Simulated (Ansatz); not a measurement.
Reaction (formal hydrolysis of a C–Se bond): `B[Se]C(N)O` + H₂O → `NC(O)O` + `B[SeH]`

Gas-phase electronic energies from Ansatz, PBE0-D4/def2-TZVP geometries. CBS: MP2 limit from def2 TZ/QZ plus the TZ coupled-cluster correction, frozen cores. This one scheme is used for every species. Functionals use def2-TZVPP. For Se outer-core shells are correlated without core-valence functions, which leaves a few kJ/mol of doubt a bond. Scalar relativity is left out up to krypton. One conformer a species, not always the lowest.

| level | ΔE (eV) |
| --- | --- |
| r2SCAN-D4 | -0.08 |
| PBE0-D4 | -0.07 |
| ωB97M-V | -0.13 |
| PBE | -0.05 |
| PBE0 | -0.13 |
| CCSD(T)/def2-TZVPP | -0.08 |
| MP2/def2-QZVPP | 0.05 |
| HF/CBS(def2) | -0.46 |

What does CCSD(T)/CBS give? (Estimate.)

Computed: -0.02 eV. The listed levels differ from it by -0.06, -0.05, -0.11, -0.03, -0.11, -0.06, 0.07, -0.44 eV.

Largest T1 diagnostic among the species: 0.013.

The D4 term adds +0.11 eV with B3LYP and +0.06 eV with PBE0; it sums over pairs of atoms, weighted by their polarisabilities, and B3LYP, whose exchange is more repulsive, gets the larger term. From PBE to PBE0 (25 % exact exchange), in def2-TZVPP and without D4, ΔE moves by −0.08 eV. In def2-TZVPP, CCSD(T) changes the Hartree–Fock value by +0.38 eV (the triples alone add +0.07 eV) and MP2 by +0.47 eV.

B3LYP here is the variant with VWN-RPA as its local correlation; programs differ in this.
